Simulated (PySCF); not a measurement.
## C2H7OPSi

C2H7OPSi is a carbene (divalent C1, bonded to 1 O + 1 P), neutral, triplet. The structure, one conformer, was relaxed in the gas phase by PBE0-D3(BJ)/def2-SVP. No frequency run checks that it is a minimum.

This triplet is an excited state: in a carbene with lone-pair donors on the centre (O, P) the singlet is known to lie well below it (the gap isn't computed here), so the molecule in its ground state shows no EPR spectrum.

SMILES: CO[C]P[SiH3]

```
atom   x (Å)   y (Å)   z (Å)
  C1  -0.490  -0.463   0.552
  O2  -1.430   0.456   0.530
  C3  -2.507   0.289  -0.384
  P4   0.779  -0.733  -0.699
 Si5   2.544   0.227   0.371
  H6  -2.124   0.230  -1.416
  H7  -3.074  -0.626  -0.152
  H8  -3.157   1.166  -0.279
  H9   1.104  -2.077  -0.350
 H10   3.804  -0.072  -0.381
 H11   2.305   1.700   0.355
 H12   2.681  -0.246   1.780
```

EPR values by unrestricted B3LYP, pcH-1 on C H O P Si.

Q: Predict g and the largest hyperfine couplings. Where does the spin sit?

A: g = 2.0013, 2.0026, 2.0030. The zero-field splitting dominates the spectrum: D = 0.53 cm⁻¹, |E| = 0.048 cm⁻¹ (spin-spin and spin-orbit parts, DFT, rough). The spin sits on C1 (76 %, bonded to 1 O + 1 P) by Mulliken populations.
```
atom  isotope  isotropic (MHz)  dipolar, principal values (MHz)
  C1      13C            270.8                -65.5, 12.7, 52.8
  O2      17O            -62.6                -30.3, 10.0, 20.2
  P4      31P            -15.3               -52.5, -43.9, 96.4
 Si5     29Si            -67.6                  -10.2, 4.7, 5.5
  C3      13C             41.3                  -4.1, -3.5, 7.5
  H9       1H             24.3                  -4.6, -2.2, 6.7
```
